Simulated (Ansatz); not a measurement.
Program: Ansatz. Geometries: PBE0-D4/def2-TZVP. ΔE: electronic, gas phase. CCSD(T)/CBS adds triple-zeta CCSD(T) − MP2 to the extrapolated MP2 energy (def2 sets, frozen cores). Functionals use def2-TZVPP. HSE06 is defined as in plane-wave codes. For Mg outer-core shells are correlated without core-valence functions, which leaves a few kJ/mol of doubt a bond. One conformer a species, not always the lowest.

Reaction (cleavage of the Si–Si bond): `[SiH3][SiH2]N[SiH2]Cl` + `[OH][Mg][N]([SiH3])[SiH3]` → `[SiH3][O][Mg][N]([SiH3])[SiH3]` + `[SiH3]N[SiH2]Cl`

```
             level  ΔE (kJ/mol)  difference from CCSD(T)/CBS
         revPBE-D4        -95.9                         30.8
         r2SCAN-D4       -116.3                         10.4
        r2SCANh-D4       -117.5                          9.2
          HSE06-D4       -104.1                         22.6
           ωB97X-V       -118.8                          7.9
               PBE       -100.6                         26.1
            revPBE       -103.5                         23.2
            r2SCAN       -117.7                          9.0
           r2SCAN0       -121.3                          5.4
         CAM-B3LYP       -132.0                         -5.3
           LC-ωPBE       -114.7                         12.0
       HF/def2-SVP       -148.2                        -21.5
      MP2/def2-SVP       -128.3                         -1.6
SCS-MP2/def2-TZVPP       -137.8                        -11.1
SCS-MP2/def2-QZVPP       -139.6                        -12.9
      HF/CBS(def2)       -160.8                        -34.1
       CCSD(T)/CBS       -126.7                            0
```

Largest T1 diagnostic among the species: 0.011.

Leaving LDA and LC-ωPBE aside and taking each functional with its dispersion term where it has one, the values, not all of them listed here, spread over 35.9 kJ/mol, from B2PLYP to PBE-D4. LDA lies +5.3 kJ/mol from PBE without D4. The D4 term adds +8.8 kJ/mol with B3LYP and +5.1 kJ/mol with PBE0; it sums over pairs of atoms, weighted by their polarisabilities, and B3LYP, whose exchange is more repulsive, gets the larger term. At CCSD(T), def2-SVP lies +3.8 kJ/mol from the extrapolated value and def2-TZVPP +1.4 kJ/mol.

B3LYP here is the variant with VWN-RPA as its local correlation; programs differ in this.
